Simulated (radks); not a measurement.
Results of a calculation; reference values are marked as such.
Coulomb parameter of the 4f shell of the samarium ion Sm2+ in the model configuration [Xe] 4f5 6p1, as a second difference U = [E(n + 1) + E(n - 1) - 2 E(n)] / (1)^2 with all orbitals relaxed. "Bare": the charge of the atom changes with n. "Screened": the 6p shell takes up the change at fixed total charge, which measures U(4f,4f) + U(6p,6p) - 2 U(4f,6p). Level of theory: Dirac Kohn-Sham, PBE, spin-unpolarised, spherical densities, point nucleus; open shells are shared between the two j in proportion to 2j + 1 (a radial shooting solver on a logarithmic mesh with Libxc functionals).

| case | configuration | E - E(n) (eV) |
|---|---|---|
| start | [Xe] 4f5 6p1 | 0.000 |
| bare +1 | [Xe] 4f6 6p1 | -17.156 |
| bare -1 | [Xe] 4f4 6p1 | 34.121 |
| screened +1 | [Xe] 4f6 | -9.185 |
| screened -1 | [Xe] 4f4 6p2 | 17.414 |

U(bare) = 16.965 eV, U(screened by 6p) = 8.229 eV.
